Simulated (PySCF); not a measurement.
Calculated NMR parameters of 2,3-dimethylfuran

| Quantity | Value |
| --- | --- |
| Formula | C6H8O |
| SMILES | Cc1ccoc1C |
| Point group of the computed structure | C1 |
| Degrees of unsaturation | 3 |
| Carbon signals | 6 |
| Proton signals | 4 |

Molfile (atoms numbered from 1):
```
C6H8O
     RDKit          3D

 15 15  0  0  0  0  0  0  0  0999 V2000
   -1.5271   -1.0615    0.1411 C   0  0  0  0  0  0  0  0  0  0  0  0
   -0.1177   -0.5919    0.0270 C   0  0  0  0  0  0  0  0  0  0  0  0
    1.0466   -1.4089   -0.0114 C   0  0  0  0  0  0  0  0  0  0  0  0
    2.1025   -0.5618   -0.1098 C   0  0  0  0  0  0  0  0  0  0  0  0
    1.6826    0.7157   -0.1340 O   0  0  0  0  0  0  0  0  0  0  0  0
    0.3318    0.6969   -0.0498 C   0  0  0  0  0  0  0  0  0  0  0  0
   -0.3912    1.9988   -0.0628 C   0  0  0  0  0  0  0  0  0  0  0  0
   -1.7374   -1.3916    1.1586 H   0  0  0  0  0  0  0  0  0  0  0  0
   -1.6994   -1.9038   -0.5261 H   0  0  0  0  0  0  0  0  0  0  0  0
   -2.2182   -0.2620   -0.1129 H   0  0  0  0  0  0  0  0  0  0  0  0
    1.0776   -2.4786    0.0271 H   0  0  0  0  0  0  0  0  0  0  0  0
    3.1589   -0.7321   -0.1674 H   0  0  0  0  0  0  0  0  0  0  0  0
   -1.0829    2.0623    0.7751 H   0  0  0  0  0  0  0  0  0  0  0  0
    0.3294    2.8091    0.0086 H   0  0  0  0  0  0  0  0  0  0  0  0
   -0.9600    2.1173   -0.9851 H   0  0  0  0  0  0  0  0  0  0  0  0
  1  2  1  0
  2  3  1  0
  3  4  2  0
  4  5  1  0
  5  6  1  0
  6  7  1  0
  6  2  2  0
  1  8  1  0
  1  9  1  0
  1 10  1  0
  3 11  1  0
  4 12  1  0
  7 13  1  0
  7 14  1  0
  7 15  1  0
M  END
```

One computed conformer, equivalent nuclei averaged, non-relativistic Hamiltonian, isolated molecule. Shielding tensors at PBE0/pcSseg-1 (GIAO); coordinates at the GFN2-xTB level; PySCF 2.14.0 with density-fitted response routines.

Chemical shifts δ = σref − σ; ¹H (σref 31.72) and ¹³C (σref 186.93) vs TMS; H2O for ¹⁷O (σref 336.08), all at this level.

```tsv
carbon	δC, type	δH (multiplicity)	HMBC from (2–3 bonds)	span of the C tensor (ppm)
C1	11.9, CH3	2.18 (s)	H11	23
C2	121.9, C	–	H12, H11, H13/H14/H15, H8/H9/H10	171
C3	119.8, CH	6.46 (m)	H12, H8/H9/H10	170
C4	144.1, CH	7.28 (m)	H11	144
C6	151.7, C	–	H12, H11, H13/H14/H15, H8/H9/H10	134
C7	13.9, CH3	2.44 (s)	–	31
```

Other nuclei:
```json
{"atoms": "O5", "nucleus": "¹⁷O", "environment": "aromatic ring oxygen", "δ (ppm)": "307.2", "σ (ppm)": "28.9"}
```

Carbon types of the structure: 2 × C, 2 × CH, 2 × CH3, which accounts for all hydrogens. δC 151.7: substituted aromatic carbon next to the ring oxygen. δC 144.1: aromatic CH next to the ring oxygen. δC 121.9: substituted aromatic carbon. δC 119.8: aromatic CH. δH 6.46: hydrogen on an aromatic CH; it sits in the deshielding region of the aromatic ring current.

Shifts are as computed. Against solution values, carbons near 30 ppm lie about +3 ppm off and those near 130 ppm about +5 ppm. Of 1211 compounds with measured shifts, 218 miss one by over three times the rms of a fit or turn the order of signals round; such compounds aren't used in these exercises. Unscaled 17O shifts of doubly bonded oxygen tend to come out too high, by tens of ppm or more. Experimental scales use liquid or dissolved standards, which lie at an offset from isolated H2O (liquid H2O: subtract about 36 ppm). No couplings were computed; multiplicities are counted from neighbouring protons, with m where these are inequivalent, close in shift, in a saturated or five-membered ring or joined by F or P, and br s for small geminal =CH2 splittings.
